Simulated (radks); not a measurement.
Q: Species: the bromine ion Br2+. Configuration: [Ar] 3d9.5 4s2 4p3.5 (fractional occupations, a model configuration). Calculated with a radial shooting solver on a logarithmic mesh with Libxc functionals: Dirac Kohn-Sham, PBE, spin-unpolarised, spherical densities, point nucleus; open shells fill j = l - 1/2 first.

Spin-orbit splittings of the eigenvalues, e(l+1/2) - e(l-1/2), with zeta = 2 splitting/(2l+1) and mean radii in bohr:

| shell | occ. | splitting (eV) | zeta (eV) | <r> j=l-1/2 | <r> j=l+1/2 |
|---|---|---|---|---|---|
| 2p | 6 | 47.50 | 31.67 | 0.1627 | 0.1666 |
| 3p | 6 | 6.922 | 4.615 | 0.5536 | 0.5638 |
| 3d | 9.5 | 1.116 | 0.4466 | 0.5775 | 0.5813 |
| 4p | 3.5 | ? | ? | 1.791 | 1.820 |

Estimate the 4p splitting.

A: 0.6907 eV (zeta = 0.4605 eV).
